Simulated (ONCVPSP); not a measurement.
Ranking ONCV potentials for manganese

All share these settings but for the change named:

| Item | Value |
| --- | --- |
| Element | manganese (Mn) |
| Generator | ONCVPSP 4.0.1 |
| Type | optimised norm-conserving Vanderbilt (ONCV) |
| Functional | PBEsol |
| Relativity | scalar-relativistic |
| Frozen core | [Ne] |
| Valence charge | 15 |
| Reference configuration | 3s2 3p6 3d5 4s2 |
| Partial waves | 3s+4s: rc 1.40 bohr, ncon 4, nbas 7, qcut 7.6 1/bohr, 2 projectors; 3p: rc 1.45 bohr, ncon 5, nbas 9, qcut 7.4 1/bohr, 1 projector; 3d: rc 1.10 bohr, ncon 4, nbas 8, qcut 11.4 1/bohr, 2 projectors, debl 0.7 Ha |
| Local potential | polynomial inside 0.70 bohr (lpopt 3, dvloc0 -1 Ha) |
| Core correction | polynomial model core, fcfact 0.2 |

Cutoff: the first of the cutoffs (Ha) at which the residual kinetic energy of the hardest occupied pseudo-wave falls to 1 and 0.1 mHa per electron; the density cutoff is not measured.

The base gives 60 Ha.

Of 8 variants that were run, those that failed, showed a ghost or another fault, or gave nearly equal values are left out.

A variant can come out equal or close to the base.

Q: Rank these variants from softest to hardest (loose cutoff).
A. local potential polynomial inside 0.70 bohr (lpopt 3, dvloc0 1 Ha)
B. d: rc 0.98
C. d: qcut 15.3
D. s: qcut 6.5; p: qcut 6.3; d: qcut 9.7

A: A (60 Ha), C (81 Ha), B (94 Ha), D (158 Ha).
